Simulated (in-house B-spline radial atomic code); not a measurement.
Checks on a self-consistent run for Al⁶⁺, [He] 2s2 2p2 6s1. Computed with a radial B-spline atomic code at the basis-set limit: Dirac-Hartree-Fock, average of configuration, Fermi nucleus of rms radius 3.061 fm.

| orbital | q | ε (Eh) | <1/r> | <r²> | small-component weight |
| --- | --- | --- | --- | --- | --- |
| 1s1/2 | 2 | -67.18214 | 12.6879 | 0.0190957 | 0.0021295 |
| 2s1/2 | 2 | -11.19812 | 2.64912 | 0.35751 | 0.00036858 |
| 2p1/2 | 0.66667 | -10.22050 | 2.60058 | 0.293541 | 0.00035871 |
| 2p3/2 | 1.3333 | -10.19774 | 2.59081 | 0.294939 | 0.00035773 |
| 6s1/2 | 1 | -0.77489 | 0.213626 | 51.3959 | 2.1447e-05 |

Electron-electron repulsion V_ee = 37.3992 hartree.

(1) What total energy follows from the eigenvalues?

(2) Does the Dirac virial theorem hold?

(3) What diamagnetic shielding (Lamb formula) and susceptibility (Langevin formula) do the radii give?

## Answers

(1) The eigenvalues count the repulsion twice, so E = Σqε - V_ee = -177.946 - 37.399 = -215.345 hartree; the run printed -215.345.

(2) For a point nucleus E = -2c²Σq·w, with w the small-component weight. Here Σq·w = 0.0057337 and c = 137.0360, so the ratio E/(-2c²Σq·w) is 1.000001.

(3) σ = (α²/3)Σq<1/r> = 36.0759/(3·137.036²) = 640.36 ppm, and χ = -0.79199×10⁻⁶·Σq<r²> = -41.77×10⁻⁶ cm³/mol with Σq<r²> = 52.738 bohr². Both are non-relativistic formulas without the paramagnetism of open shells.
